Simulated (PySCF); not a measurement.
## Bond length, frequency and bond energy of SeH by level of theory

State: ²Π (doublet), unpaired electrons π ↑. Set-up: H x2c-TZVPPall, Se x2c-TZVPPall; spin-free X2C with a Gaussian nucleus (PySCF 2.14). De refers to H + Se in their high-spin ground configurations, without counterpoise correction. The functionals are run spin-unrestricted. A positive dipole means H(−)Se(+).

| Level | Re (Å) | ωe (cm⁻¹) | De (eV) | μ (D) |
| --- | --- | --- | --- | --- |
| UHF | 1.455 | 2546 | 2.22 | -0.59 |
| UHF-MP2 | 1.454 | 2500 | 3.19 | n/a |
| UHF-SCS-MP2 | 1.457 | 2479 | 3.26 | n/a |
| UHF-CCSD | 1.462 | 2437 | 3.26 | n/a |
| UHF-CCSD(T) | 1.464 | 2418 | 3.30 | n/a |
| LDA | 1.478 | 2353 | 3.93 | -0.55 |
| PBE | 1.482 | 2338 | 3.40 | -0.48 |
| PBEsol | 1.481 | 2348 | 3.58 | -0.52 |
| r²SCAN | 1.467 | 2415 | 3.41 | -0.54 |
| PBE0 | 1.468 | 2429 | 3.33 | -0.53 |
| M06 | 1.472 | 2411 | 3.39 | -0.45 |
| ωB97X-V | 1.464 | 2472 | 3.43 | -0.54 |
| B2PLYP | 1.464 | 2435 | 3.34 | -0.53 |

The bond length runs from 1.454 Å (UHF-MP2) to 1.482 Å (PBE). De spans 2.22 eV (UHF, mean field) to 3.93 eV (LDA, local density). Correlation at CCSD(T) changes the Hartree–Fock bond energy by +1.08 eV; the triples alone change it by +0.04 eV.

Correlated steps freeze 9 core orbitals. Spin–orbit coupling is left out. Counting both spins, an empty level lies below a filled one in some of these solutions, because spin and occupation are held. B2PLYP dipoles, levels and charges come from its SCF part alone. The state was picked by a PBE0 search and need not be the measured ground state.

The whole job (state search and all levels along the bond) took about 5.8 min on 1 thread of Arm Neoverse V1 (shared host), peak memory 1.1 GiB.
